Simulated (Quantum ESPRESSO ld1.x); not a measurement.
Problem. Radial electron density D(r) = 4 pi r^2 rho(r) of an atom or ion with 14 electrons. Method: scalar-relativistic Kohn-Sham, LDA (Slater exchange, Perdew-Wang correlation), spin-polarised, spherical densities, point nucleus; computed with ld1.x of Quantum ESPRESSO 7.5.

| r (bohr) | D(r) (e/bohr) | spin D(r) |
|---|---|---|
| 0.001459 | 3.742 | -0.000107 |
| 0.001825 | 5.439 | -0.0000927 |
| 0.002265 | 7.730 | -4.60e-07 |
| 0.002811 | 10.86 | 0.000285 |
| 0.003488 | 15.05 | 0.00102 |
| 0.00433 | 20.50 | 0.00274 |
| 0.005417 | 27.61 | 0.00681 |
| 0.006723 | 35.79 | 0.0154 |
| 0.008343 | 44.90 | 0.0332 |
| 0.01035 | 54.11 | 0.0694 |
| 0.01285 | 62.08 | 0.140 |
| 0.01608 | 67.37 | 0.279 |
| 0.01995 | 68.27 | 0.518 |
| 0.02477 | 65.05 | 0.912 |
| 0.03074 | 59.87 | 1.50 |
| 0.03845 | 56.87 | 2.29 |
| 0.04773 | 60.37 | 3.03 |
| 0.05923 | 70.08 | 3.39 |
| 0.07351 | 79.42 | 2.91 |
| 0.09124 | 78.44 | 1.51 |
| 0.1141 | 61.90 | 0.104 |
| 0.1417 | 39.34 | 0.637 |
| 0.1758 | 24.39 | 3.96 |
| 0.2182 | 20.99 | 8.02 |
| 0.2708 | 19.65 | 9.05 |
| 0.3388 | 12.72 | 5.99 |
| 0.4205 | 4.902 | 2.32 |
| 0.5219 | 1.006 | 0.485 |
| 0.6477 | 0.09758 | 0.0485 |
| 0.8039 | 0.003831 | 0.00199 |

What is the nuclear charge?

Solution. Z = 53. The innermost maximum, from 1s, lies near gamma/Z bohr with gamma = sqrt(1 - (Z/c)^2) = 0.922, here 0.0174 bohr (found: 0.0187), and its height grows with Z. The density is that of the iodine ion I39+ in [Ne] 3s2 3p2; the configuration itself is not fixed sharply by these data, and Z only to a few units. D(r) has 2 maxima, at r = 0.0187, 0.0809 bohr, and minima at 0.0385 bohr, inside which lie 2.03 electrons.
